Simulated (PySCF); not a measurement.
Two species compared at the same levels of theory.

First species: C6H8F3P.
Atom-mapped SMILES: `[CH3:1][C:2]#[C:3][P:4]([CH3:5])[CH2:6][C:7]([F:8])([F:9])[F:10]` (hydrogens: H11, H12, H13 on C1; H14, H15, H16 on C5; H17, H18 on C6)

Second species: C6H8F3P.
SMILES: `CC1=CCP(C(F)(F)F)C1`

Levels: PBE0/pcSseg-1 for HOMO energy, LUMO energy and HOMO–LUMO gap. Geometries: GFN2-xTB. Each structure is a single optimised conformer of the isolated species, non-relativistic unless stated; the electronic structure was computed with PySCF and density fitting.

Dipoles, sizes and rotational constants follow the conformer. The torsions of the flexible species, by atom-mapped SMILES:
- `[CH3:1][C:2]#[C:3][P:4]([CH3:5])[CH2:6][C:7]([F:8])([F:9])[F:10]`: C3–P4–C6–C7 -179°, P4–C6–C7–F8 -49°

The conformers of `CC1=CCP(C(F)(F)F)C1` aren't listed.

Values for the first species:

| Property | Result |
| --- | --- |
| HOMO energy | -6.88 eV |
| LUMO energy | 0.10 eV |
| HOMO–LUMO gap | 6.98 eV |

Q: Estimate the same properties for the second species, and the change in each.

A: 
```json
{"property": "HOMO energy", "first": "-6.88 eV", "second": "-7.18 eV", "second less first": "-0.30 eV"}
{"property": "LUMO energy", "first": "0.10 eV", "second": "0.26 eV", "second less first": "+0.16 eV"}
{"property": "HOMO–LUMO gap", "first": "6.98 eV", "second": "7.44 eV", "second less first": "+0.46 eV"}
```

